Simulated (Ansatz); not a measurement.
This geometry of C3H10FNSi (16 atoms, charge 0, multiplicity 1) is a first-order saddle point.

The calculation used RKS PBE0-D4/cc-pVDZ (Ansatz 0.2.0).

```xyz
16
Properties=species:S:1:pos:R:3
C 0.632 -1.441 -0.725
C 0.812 -0.107 0.004
C 0.812 1.100 -0.959
Si -0.493 0.081 1.341
N -2.060 0.167 0.615
F -0.106 1.448 2.202
H -0.344 -1.483 -1.237
H 0.676 -2.297 -0.033
H 1.418 -1.587 -1.485
H 1.778 -0.134 0.539
H 0.015 1.835 -0.754
H 0.677 0.769 -2.001
H 1.759 1.657 -0.914
H -0.524 -1.033 2.337
H -2.868 0.149 1.230
H -2.210 0.855 -0.118
```

Problem. Which two structures does it join? (They come from a converged band through this point; their orientation in space is the band's.)

Solution. No bond is made or broken. The dihedral Si4–C2–C3–H11 goes from -65 to 56°. The two ends are copies of one structure, up to a mirror image or an exchange of like atoms.

First end point:

```xyz
16
Properties=species:S:1:pos:R:3
C 0.577 -1.459 -0.763
C 0.806 -0.138 -0.030
C 0.799 1.058 -0.984
Si -0.447 0.088 1.352
N -2.036 0.275 0.694
F 0.048 1.412 2.226
H -0.416 -1.478 -1.241
H 0.630 -2.324 -0.082
H 1.332 -1.611 -1.553
H 1.791 -0.174 0.472
H -0.161 1.136 -1.522
H 1.585 0.956 -1.751
H 0.968 2.007 -0.453
H -0.499 -1.048 2.323
H -2.817 0.257 1.343
H -2.181 1.019 0.016
```

Last end point:

```xyz
16
Properties=species:S:1:pos:R:3
C 0.663 -1.441 -0.727
C 0.812 -0.108 0.004
C 0.799 1.080 -0.959
Si -0.507 0.078 1.332
N -2.071 0.208 0.605
F -0.095 1.421 2.221
H -0.309 -1.502 -1.244
H 0.721 -2.298 -0.037
H 1.454 -1.569 -1.484
H 1.776 -0.103 0.547
H 0.912 2.039 -0.430
H -0.141 1.119 -1.535
H 1.619 1.003 -1.693
H -0.561 -1.056 2.303
H -2.879 0.160 1.220
H -2.215 0.946 -0.079
```

Problem. How far does it lie above each of them?

Solution. 0.148 eV above the first and 0.148 eV above the second. This is the barrier of this one path; another mechanism may lie lower.

Run time: 3.8 min on 2 threads of Intel(R) Xeon(R) Platinum 8488C (Sapphire Rapids), on a shared host, peak memory 0.42 GiB.
